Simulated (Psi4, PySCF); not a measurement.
Psi4 was given this input:
```
memory 2 GB

molecule mol {
0 1
N    -0.000000   -0.000000   -0.549110
N     0.000000    0.000000    0.549110
}

set {
  basis def2-svp
  reference rks
  scf_type pk
  puream true
  d_convergence 1e-8
  dft_radial_points 99
  dft_spherical_points 590
}

energy('pbe0')
print_variables()
```

Q: Give the equivalent PySCF input.

A: One answer among several that fit: 
```python
from pyscf import gto, scf, dft

mol = gto.M(
    atom='''
N    -0.000000   -0.000000   -0.549110
N     0.000000    0.000000    0.549110
''',
    basis='def2-svp',
    charge=0,
    spin=0,
    verbose=4,
)

mf = dft.RKS(mol)
mf.xc = 'pbe0'
mf.grids.atom_grid = (99, 590)
mf.grids.prune = None
mf.kernel()
```

Both were run: Psi4 gave -109.315136 Eh and PySCF -109.315136 Eh, 0.000 mEh apart.
